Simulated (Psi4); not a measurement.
C$_{7}$H$_{12}$O$_{2}$, singlet, at a GFN2-xTB geometry; HF/6-31G (Psi4 1.11).

Here is a job for Psi4.
```
memory 2 GB

molecule {
0 1
  C     3.45892219   -0.31080172    0.07113207
  C     2.24550772   -0.73718756   -0.24378480
  C     1.03991795    0.05605322    0.10234703
  O     1.06710931    1.11674681    0.67866389
  O    -0.05373192   -0.57898441   -0.31727737
  C    -1.37709606   -0.02642729   -0.10964455
  C    -1.50525668    1.31735132   -0.82662763
  C    -1.65840556    0.11926591    1.38563779
  C    -2.31528824   -1.05979067   -0.73422633
  H     4.34839884   -0.86763118   -0.16885130
  H     3.58344454    0.62725456    0.58777080
  H     2.05985958   -1.66673944   -0.76004942
  H    -2.52638464    1.67901276   -0.74429864
  H    -0.83522804    2.04829783   -0.38246223
  H    -1.25429965    1.20451065   -1.87936634
  H    -1.51506904   -0.83549141    1.88749867
  H    -2.68410331    0.44517775    1.53397844
  H    -0.98817147    0.85181966    1.82683543
  H    -2.08566729   -1.18201923   -1.78948370
  H    -3.34675000   -0.73650759   -0.63055272
  H    -2.19285664   -2.02056277   -0.24111255
}

set basis 6-31g
set damping_percentage 50

energy('scf')
print_variables()
```

It wrote (shortened):

```
   => Loading Basis Set <=

    Name: 6-31G
    Role: ORBITAL
    Keyword: BASIS

         ---------------------------------------------------------
                                   SCF
               by Justin Turney, Rob Parrish, Andy Simmonett
                          and Daniel G. A. Smith
                              RHF Reference
         ---------------------------------------------------------

  ==> Geometry <==

    Molecular point group: c1
    Full point group: C1

    Geometry (in Angstrom), charge = 0, multiplicity = 1:

       Center              X                  Y                   Z               Mass
    ------------   -----------------  -----------------  -----------------  -----------------
         C            3.401354533592    -0.314288501629     0.065258504500    12.000000000000
         C            2.187940063592    -0.740674341629    -0.249658365500    12.000000000000
         C            0.982350293592     0.052566438371     0.096473464500    12.000000000000
         O            1.009541653592     1.113260028371     0.672790324500    15.994914619570
         O           -0.111299576408    -0.582471191629    -0.323150935500    15.994914619570
         C           -1.434663716408    -0.029914071629    -0.115518115500    12.000000000000
         C           -1.562824336408     1.313864538371    -0.832501195500    12.000000000000
         C           -1.715973216408     0.115779128371     1.379764224500    12.000000000000
         C           -2.372855896408    -1.063277451629    -0.740099895500    12.000000000000
         H            4.290831183592    -0.871117961629    -0.174724865500     1.007825032230
         H            3.525876883592     0.623767778371     0.581897234500     1.007825032230
         H            2.002291923592    -1.670226221629    -0.765922985500     1.007825032230
         H           -2.583952296408     1.675525978371    -0.750172205500     1.007825032230
         H           -0.892795696408     2.044811048371    -0.388335795500     1.007825032230
         H           -1.311867306408     1.201023868371    -1.885239905500     1.007825032230
         H           -1.572636696408    -0.838978191629     1.881625104500     1.007825032230
         H           -2.741670966408     0.441690968371     1.528104874500     1.007825032230
         H           -1.045739126408     0.848332878371     1.820961864500     1.007825032230
         H           -2.143234946408    -1.185506011629    -1.795357265500     1.007825032230
         H           -3.404317656408    -0.739994371629    -0.636426285500     1.007825032230
         H           -2.250424296408    -2.024049551629    -0.246986115500     1.007825032230

  Running in c1 symmetry.

  Rotational constants: A =      0.11079  B =      0.03271  C =      0.03030 [cm^-1]
  Rotational constants: A =   3321.26238  B =    980.76494  C =    908.39281 [MHz]
  Nuclear repulsion =  472.046058449372254

  Charge       = 0
  Multiplicity = 1
  Electrons    = 70
  Nalpha       = 35
  Nbeta        = 35

  ==> Algorithm <==

  SCF Algorithm Type is DF.
  DIIS enabled.
  MOM disabled.
  Fractional occupation disabled.
  Guess Type is SAD.
  Energy threshold   = 1.00e-06
  Density threshold  = 1.00e-06
  Integral threshold = 1.00e-12

  ==> Primary Basis <==

  Basis Set: 6-31G
    Blend: 6-31G
    Number of shells: 69
    Number of basis functions: 105
    Number of Cartesian functions: 105
    Spherical Harmonics?: false
    Max angular momentum: 1

   => Loading Basis Set <=

    Name: (6-31G AUX)
    Role: JKFIT
    Keyword: DF_BASIS_SCF

  ==> Integral Setup <==

  SCF_SUBTYPE=INCORE selected. In-core MEM_DF algorithm will be used.
  Using in-core AOs.

  ==> MemDFJK: Density-Fitted J/K Matrices <==

    J tasked:                   Yes
    K tasked:                   Yes
    wK tasked:                   No
    Algorithm:                 Core
    Schwarz Cutoff:           1E-12
    Mask sparsity (%):       4.5714
    Fitting Condition:        1E-10

   => Auxiliary Basis Set <=

  Basis Set: (6-31G AUX)
    Blend: CC-PVDZ-JKFIT
    Number of shells: 324
    Number of basis functions: 1029
    Number of Cartesian functions: 1029
    Spherical Harmonics?: false
    Max angular momentum: 3

  Minimum eigenvalue in the overlap matrix is 3.7736383669E-03.
  Reciprocal condition number of the overlap matrix is 6.7184325906E-04.
    Using symmetric orthogonalization.

  ==> Pre-Iterations <==

  SCF Guess: Superposition of Atomic Densities via on-the-fly atomic UHF (no occupation information).

   -------------------------
    Irrep   Nso     Nmo
   -------------------------
     A        105     105
   -------------------------
    Total     105     105
   -------------------------

  ==> Iterations <==

                           Total Energy        Delta E     RMS |[F,P]|

   @DF-RHF iter SAD:  -420.38070447544237   -4.20381e+02   0.00000e+00
   @DF-RHF iter   1:  -421.38390491887947   -1.00320e+00   6.00020e-03 ADIIS/DIIS
   @DF-RHF iter   2:  -421.54690788958163   -1.63003e-01   3.55042e-03 ADIIS/DIIS/DAMP=50%
   @DF-RHF iter   3:  -421.24721438271314    2.99694e-01   9.63973e-04 ADIIS/DIIS/DAMP=50%
   @DF-RHF iter   4:  -421.39197627360869   -1.44762e-01   1.28642e-03 ADIIS/DIIS/DAMP=50%
   @DF-RHF iter   5:  -421.54602261391994   -1.54046e-01   6.90706e-04 ADIIS/DIIS/DAMP=50%
   @DF-RHF iter   6:  -421.52528214012625    2.07405e-02   3.76568e-04 ADIIS/DIIS/DAMP=50%
   @DF-RHF iter   7:  -421.55983931331565   -3.45572e-02   2.56473e-04 ADIIS/DIIS/DAMP=50%
   @DF-RHF iter   8:  -421.59155601313671   -3.17167e-02   2.11654e-04 ADIIS/DIIS/DAMP=50%
   @DF-RHF iter   9:  -421.59044069501533    1.11532e-03   1.40587e-04 ADIIS/DIIS/DAMP=50%
   @DF-RHF iter  10:  -421.59461543582989   -4.17474e-03   9.81596e-05 DIIS/DAMP=50%
   @DF-RHF iter  11:  -421.59885477782774   -4.23934e-03   7.28276e-05 DIIS/DAMP=50%
   @DF-RHF iter  12:  -421.59924612107216   -3.91343e-04   3.90721e-05 DIIS/DAMP=50%
[...]
   @DF-RHF iter  48:  -421.60363205128328   -1.22954e-04   5.00532e-06 DIIS/DAMP=50%
   @DF-RHF iter  49:  -421.60340168447766    2.30367e-04   4.86257e-06 DIIS/DAMP=50%
   @DF-RHF iter  50:  -421.60349737801590   -9.56935e-05   6.66453e-06 DIIS/DAMP=50%
   @DF-RHF iter  51:  -421.60345450857164    4.28694e-05   7.71135e-06 DIIS/DAMP=50%
   @DF-RHF iter  52:  -421.60338645773044    6.80508e-05   9.02719e-06 DIIS/DAMP=50%
   @DF-RHF iter  53:  -421.60333171431012    5.47434e-05   1.08221e-05 DIIS/DAMP=50%
   @DF-RHF iter  54:  -421.60368973394321   -3.58020e-04   1.32642e-05 DIIS/DAMP=50%
   @DF-RHF iter  55:  -421.60394514929095   -2.55415e-04   1.28892e-05 DIIS/DAMP=50%
   @DF-RHF iter  56:  -421.60401694062557   -7.17913e-05   1.14658e-05 DIIS/DAMP=50%
   @DF-RHF iter  57:  -421.60396689461692    5.00460e-05   9.35052e-06 DIIS/DAMP=50%
   @DF-RHF iter  58:  -421.60379446404880    1.72431e-04   7.66630e-06 DIIS/DAMP=50%
   @DF-RHF iter  59:  -421.60386300682819   -6.85428e-05   7.19573e-06 DIIS/DAMP=50%
   @DF-RHF iter  60:  -421.60378183604149    8.11708e-05   6.37689e-06 DIIS/DAMP=50%
   @DF-RHF iter  61:  -421.60371766030164    6.41757e-05   6.22815e-06 DIIS/DAMP=50%
   @DF-RHF iter  62:  -421.60380441270496   -8.67524e-05   6.57935e-06 DIIS/DAMP=50%
   @DF-RHF iter  63:  -421.60392483927308   -1.20427e-04   6.40392e-06 DIIS/DAMP=50%
   @DF-RHF iter  64:  -421.60412909822145   -2.04259e-04   5.33886e-06 DIIS/DAMP=50%
   @DF-RHF iter  65:  -421.60387394222920    2.55156e-04   4.11348e-06 DIIS/DAMP=50%
   @DF-RHF iter  66:  -421.60394942866566   -7.54864e-05   4.28486e-06 DIIS/DAMP=50%
   @DF-RHF iter  67:  -421.60298763359185    9.61795e-04   5.00689e-06 DIIS/DAMP=50%
   @DF-RHF iter  68:  -421.60340014200881   -4.12508e-04   2.95056e-06 DIIS/DAMP=50%
   @DF-RHF iter  69:  -421.60366550435810   -2.65362e-04   3.45307e-06 DIIS/DAMP=50%
   @DF-RHF iter  70:  -421.60377014200606   -1.04638e-04   3.84121e-06 DIIS/DAMP=50%
   @DF-RHF iter  71:  -421.60382950740592   -5.93654e-05   3.85925e-06 DIIS/DAMP=50%
   @DF-RHF iter  72:  -421.60377768216347    5.18252e-05   3.07047e-06 DIIS/DAMP=50%
   @DF-RHF iter  73:  -421.60426923163959   -4.91549e-04   3.69979e-06 DIIS/DAMP=50%
   @DF-RHF iter  74:  -421.60450111110663   -2.31879e-04   3.43268e-06 DIIS/DAMP=50%
   @DF-RHF iter  75:  -421.60238547939400    2.11563e-03   9.46813e-06 DIIS/DAMP=50%
   @DF-RHF iter  76:  -421.60461672062200   -2.23124e-03   3.36788e-06 DIIS/DAMP=50%
   @DF-RHF iter  77:  -421.60251920513093    2.09752e-03   7.42031e-06 DIIS/DAMP=50%
   @DF-RHF iter  78:  -421.60262263952831   -1.03434e-04   2.01872e-06 DIIS/DAMP=50%
   @DF-RHF iter  79:  -421.60249527273635    1.27367e-04   6.03228e-06 DIIS/DAMP=50%
   @DF-RHF iter  80:  -421.60308235219861   -5.87079e-04   1.36700e-05 DIIS/DAMP=50%
   @DF-RHF iter  81:  -421.60414352321101   -1.06117e-03   1.85641e-05 DIIS/DAMP=50%
   @DF-RHF iter  82:  -421.60440304503584   -2.59522e-04   1.63353e-05 DIIS/DAMP=50%
   @DF-RHF iter  83:  -421.60373970138568    6.63344e-04   1.12388e-05 DIIS/DAMP=50%
   @DF-RHF iter  84:  -421.60130569724049    2.43400e-03   6.24442e-06 DIIS/DAMP=50%
   @DF-RHF iter  85:  -421.60308334400588   -1.77765e-03   2.20732e-05 DIIS/DAMP=50%
   @DF-RHF iter  86:  -421.60372319839485   -6.39854e-04   2.61781e-05 DIIS/DAMP=50%
   @DF-RHF iter  87:  -421.60424953550518   -5.26337e-04   2.66090e-05 DIIS/DAMP=50%
   @DF-RHF iter  88:  -421.60476959055308   -5.20055e-04   2.42733e-05 DIIS/DAMP=50%
   @DF-RHF iter  89:  -421.60426798511128    5.01605e-04   1.72229e-05 DIIS/DAMP=50%
   @DF-RHF iter  90:  -421.60393167665512    3.36308e-04   1.33281e-05 DIIS/DAMP=50%
   @DF-RHF iter  91:  -421.60389741123987    3.42654e-05   1.18437e-05 DIIS/DAMP=50%
   @DF-RHF iter  92:  -421.60378024093319    1.17170e-04   1.03720e-05 DIIS/DAMP=50%
   @DF-RHF iter  93:  -421.60379465792113   -1.44170e-05   9.79143e-06 DIIS/DAMP=50%
   @DF-RHF iter  94:  -421.60355061100461    2.44047e-04   8.70885e-06 DIIS/DAMP=50%
   @DF-RHF iter  95:  -421.60373423179459   -1.83621e-04   9.76371e-06 DIIS/DAMP=50%
   @DF-RHF iter  96:  -421.60357807076650    1.56161e-04   9.13127e-06 DIIS/DAMP=50%
   @DF-RHF iter  97:  -421.60378207298908   -2.04002e-04   9.99281e-06 DIIS/DAMP=50%
   @DF-RHF iter  98:  -421.60363011965796    1.51953e-04   9.09982e-06 DIIS/DAMP=50%
   @DF-RHF iter  99:  -421.60361054279269    1.95769e-05   9.61108e-06 DIIS/DAMP=50%
   @DF-RHF iter 100:  -421.60349277202852    1.17771e-04   9.97941e-06 DIIS/DAMP=50%

PsiException: Could not converge SCF iterations in 100 iterations.

  Failed to converge.

Traceback (most recent call last):
  File "psi4", line 375, in <module>
  File "<string>", line 42, in <module>
  File "site-packages/psi4/driver/driver.py", line 533, in energy
  File "site-packages/psi4/driver/procrouting/proc.py", line 2760, in run_scf
  File "site-packages/psi4/driver/procrouting/proc.py", line 2047, in scf_helper
  File "site-packages/psi4/driver/procrouting/scf_proc/scf_iterator.py", line 93, in scf_compute_energy
  File "site-packages/psi4/driver/procrouting/scf_proc/scf_iterator.py", line 86, in scf_compute_energy
  File "site-packages/psi4/driver/procrouting/scf_proc/scf_iterator.py", line 609, in scf_iterate

psi4.driver.p4util.exceptions.SCFConvergenceError: Could not converge SCF iterations in 100 iterations.

Printing out the relevant lines from the Psithon --> Python processed input file:
      H    -2.19285664   -2.02056277   -0.24111255
    """)
    core.IO.set_default_namespace("")
    core.set_global_option("BASIS", "6-31g")
    core.set_global_option("DAMPING_PERCENTAGE", 50)
--> energy('scf')
    print_variables()

!-------------------------------------------------------!
!                                                       !
!  Could not converge SCF iterations in 100 iterations. !
!                                                       !
!-------------------------------------------------------!
```

Convergence was not reached.
